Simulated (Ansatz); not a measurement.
C2H7GeN, SMILES `C[N](C)[GeH]` at its PBE0-D4/def2-TZVP geometry, where that method's forces vanish. Charge 0, multiplicity 1.

```xyz
11

C    -1.2273    0.1618   -0.6424
N    -0.1753   -0.1394    0.3016
C     1.1340    0.1846   -0.2125
Ge   -0.5906   -0.8500    1.9284
H    -1.0930   -0.3985   -1.5769
H    -1.2356    1.2293   -0.8986
H    -2.2012   -0.0981   -0.2237
H     1.8980   -0.0481    0.5270
H     1.2027    1.2509   -0.4667
H     1.3470   -0.3817   -1.1292
H     0.9412   -0.9108    2.3930
```

(1) What forces (eV/Å) does r2SCAN-D4/def2-TZVPP give on these atoms in Ansatz? (Estimate.)

Answers

(1) Ansatz gave: 
```
C1  -0.215  0.045 -0.156
N2   0.000 -0.054  0.130
C3   0.252  0.052 -0.069
Ge4 -0.022 -0.057  0.135
H5   0.015  0.008  0.008
H6   0.017 -0.010  0.000
H7   0.032  0.006 -0.005
H8  -0.026  0.005 -0.022
H9  -0.013 -0.008 -0.007
H10 -0.016  0.010 -0.001
H11 -0.024  0.003 -0.013
```
